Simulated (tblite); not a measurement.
Input of a run (GFN2-xTB geometry optimisation, gas phase (tblite 0.8.0)), started from a force field or distance geometry:
```
{"job": {"kind": "relax", "xc": "GFN2-xTB", "basis": "xTB"}, "charge": 0, "multiplicity": 2}
O      3.100900    -1.146500     0.056100
C      2.141000    -0.541400    -0.312800
C      1.006100     0.160000    -0.770800
C      0.469600     1.346600     0.043700
F      1.106300     1.638100     1.249000
C     -0.269400     0.084400    -0.038100
C     -0.905000    -0.827600     0.900200
C     -1.634300    -0.300500    -0.331500
H      0.936700     0.265900    -1.849400
H      0.108200     2.228000    -0.436000
H     -1.205600    -0.446600     1.870300
H     -0.602500    -1.872900     0.908800
H     -2.437500     0.418200    -0.166300
H     -1.815200    -1.006100    -1.145300
```

Output (eV, eV/Å):
```
step      E/eV     max force
  0    -667.68425    1.780
  1    -667.75950    1.136
  2    -667.76459    1.645
  3    -667.78303    0.312
  4    -667.78842    0.358
  5    -667.79590    0.363
  6    -667.80534    0.386
  7    -667.82388    0.673
  8    -667.69797    3.466
  9    -667.84795    0.836
 10    -667.86602    0.825
 11    -667.82050    3.081
 12    -667.92903    0.677
 13    -667.95761    0.575
 14    -667.99332    1.817
 15    -668.03186    0.384
 16    -668.04786    0.316
 17    -668.06857    0.266
 18    -668.07506    0.214
 19    -668.08388    0.223
 20    -668.08915    0.245
 21    -668.09589    0.248
 22    -668.10274    0.217
 23    -668.11034    0.203
 24    -668.11770    0.241
 25    -668.12539    0.265
 26    -668.13274    0.200
 27    -668.13861    0.172
 28    -668.14309    0.160
 29    -668.14676    0.146
 30    -668.15028    0.153
 31    -668.15342    0.375
 32    -668.15600    0.158
 33    -668.15849    0.136
 34    -668.16034    0.195
 35    -668.16118    0.130
 36    -668.16264    0.078
 37    -668.16362    0.122
 38    -668.16491    0.160
 39    -668.16642    0.154
 40    -668.16824    0.134
 41    -668.17010    0.135
 42    -668.17148    0.357
 43    -668.17327    0.177
 44    -668.17454    0.113
 45    -668.17611    0.111
 46    -668.17706    0.142
 47    -668.17829    0.154
 48    -668.17936    0.115
 49    -668.18057    0.100
 50    -668.18160    0.081
 51    -668.18205    0.239
 52    -668.18274    0.065
 53    -668.18312    0.052
 54    -668.18426    0.079
 55    -668.18485    0.078
 56    -668.18590    0.066
 57    -668.18628    0.044
 58    -668.18647    0.072
 59    -668.18662    0.063
 60    -668.18678    0.038
 61    -668.18698    0.036
 62    -668.18707    0.036
 63    -668.18722    0.053
 64    -668.18736    0.059
 65    -668.18751    0.048
 66    -668.18764    0.037
 67    -668.18777    0.023
 68    -668.18787    0.027
 69    -668.18795    0.031
 70    -668.18803    0.028
 71    -668.18814    0.028
 72    -668.18826    0.031
 73    -668.18835    0.021
 74    -668.18840    0.014
 75    -668.18843    0.016
 76    -668.18845    0.014
 77    -668.18848    0.013
 78    -668.18849    0.010
 79    -668.18850    0.008
```

Q: Summarise the run.

A: The energy falls by 48.7 kJ/mol over 79 L-BFGS steps, the largest force on an atom goes from 1.78 to 0.008 eV/Å, and the atoms move by 0.232 Å rms after alignment. Among the bonds, C2–C3 and C4–F5 change most and about equally (-0.039 to +0.040 Å). Bonds longer at the end by more than 0.005 Å: 6 of 15; shorter: 5. Among the angles that change most is O1–C2–C3, from 178.9° to 133.7°. The energy rose by more than 1e-5 eV at steps 8 and 11. The first step brought 15 % of the lowering.

Q: What are the final bond lengths?

A: O1=C2 1.192 Å, C2–C3 1.451 Å, C3–C4 1.542 Å, C4–F5 1.355 Å, C4–C6 1.462 Å, C6–C7 1.478 Å, C7–C8 1.510 Å, C3–C6 1.508 Å, C6–C8 1.480 Å, C3–H9 1.084 Å, C4–H10 1.086 Å, C7–H11 1.080 Å, C7–H12 1.080 Å, C8–H13 1.080 Å, C8–H14 1.080 Å. Numbering counts from 1 in the input's order; the species is `O=[C][C@@H]1[C@H](F)C12CC2` [radical].

Time: 0.28 s wall. Hardware: one thread, AMD EPYC 9R45 (x86_64), shared host with 96 logical CPUs at a one-minute load of 59.

Its GFN2-xTB frequencies are all real (lowest 71 cm⁻¹). 3 starts were optimised and ended at 0.00, 0.00 and 2.93 kcal/mol (GFN2-xTB); the lowest of these is shown.

Conformer computed: `[O:1]=[C:2][C@@H:3]1[C@H:4]([F:5])[C:6]12[CH2:7][CH2:8]2`: O1–C2–C3–C4 35°.

One conformer stands for the species.
